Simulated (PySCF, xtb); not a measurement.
C2H10O2Si2, SMILES O[SiH2]CC[SiH2]O. Atoms are numbered in the order given.

```xyz
16

O     -3.3846    -0.4254    -0.0826
Si    -1.7973    -0.3365     0.4272
C     -0.7583     0.7139    -0.7407
C      0.6430     1.0769    -0.2313
Si     1.8356    -0.3646    -0.0048
O      3.3847     0.1765     0.3029
H     -3.5661    -0.9895    -0.8389
H     -1.8344     0.2952     1.7764
H     -1.2019    -1.7089     0.5344
H     -1.3468     1.6267    -0.9427
H     -0.6916     0.1839    -1.7086
H      1.1304     1.7828    -0.9292
H      0.5828     1.6146     0.7318
H      1.4735    -1.1954     1.1764
H      1.7893    -1.2136    -1.2422
H      3.8194     0.6661    -0.4006
```
Charge 0, spin multiplicity 1.

The structure is a stationary point at PBE0-D3(BJ)/def2-SVP. This is a generated structure with no PubChem entry under its InChIKey; it may be hypothetical. One conformer was computed; it need not be the lowest.

The numbers are results of IEF-PCM-PBE0/def2-SVP in PySCF 2.14.0, not measurements.

The values are the electrostatic part of the solvation free energy, E(continuum) − E(gas) at the gas-phase geometry, in a cavity of scaled van der Waals radii (PySCF's table); cavitation and dispersion terms are not included. In vacuum the orbital gap is 8.55 eV. The dipole moment in vacuum is 2.77 D.

### Question
Estimate the values in water (ε = 78.36), N,N-dimethylformamide (ε = 37.22), 1-octanol (ε = 9.86). (Estimate from the structure and the level; the computed values follow.)

### Answer

```
solvent                    ε  ΔG(elec) (kcal/mol)  dipole (D)  gap (eV)
---------------------  -----  -------------------  ----------  --------
water                  78.36                 -7.9        3.57      8.55
N,N-dimethylformamide  37.22                 -7.7        3.55      8.55
1-octanol               9.86                 -6.8        3.43      8.55
```

For comparison, GFN2-xTB/ALPB(water) (xtb, at the GFN2-xTB geometry, all terms of that model) gives -7.4 kcal/mol.
